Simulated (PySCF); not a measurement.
Radial density of Pb (lead, neutral)

TPSSh, [Xe] 4f14 5d10 6s1 6p3, high-spin 5S determinant (an excited configuration). Calculation: PySCF 2.14, in aug-cc-pVQZ-PP with one added diffuse shell each of s, p, d, f, g type with ECP60MDF (8s8p6d4f3g, 117 functions); a scalar-relativistic core potential. This is the valence pseudo-density: the core potential removes the inner electrons and smooths the orbitals near the nucleus.

```
r (bohr)  4πr²ρ (e/bohr)  4πr²(ρα − ρβ)
  0.0132       1.164e-05         0.0000
  0.0223       2.298e-05         0.0000
  0.0375       3.807e-05         0.0000
  0.0630       6.929e-05         0.0000
   0.106       0.0002996         0.0000
   0.178        0.003404         0.0001
   0.300         0.09330         0.0029
   0.504           3.531         0.1162
   0.848           20.29         0.1334
    1.43           10.08         0.4295
    2.40           2.574         1.7350
    4.04          0.6372         0.6244
    6.79         0.03387         0.0339
    11.4       0.0001738         0.0002
```

Energies and moments cover only the electrons outside the core potential. Spin-orbit coupling, which splits the p, d and f shells strongly at this Z, is absent. Spin-orbit coupling is strong in this species (close to jj coupling), so the high-spin LS determinant is a model state, not a physical level.
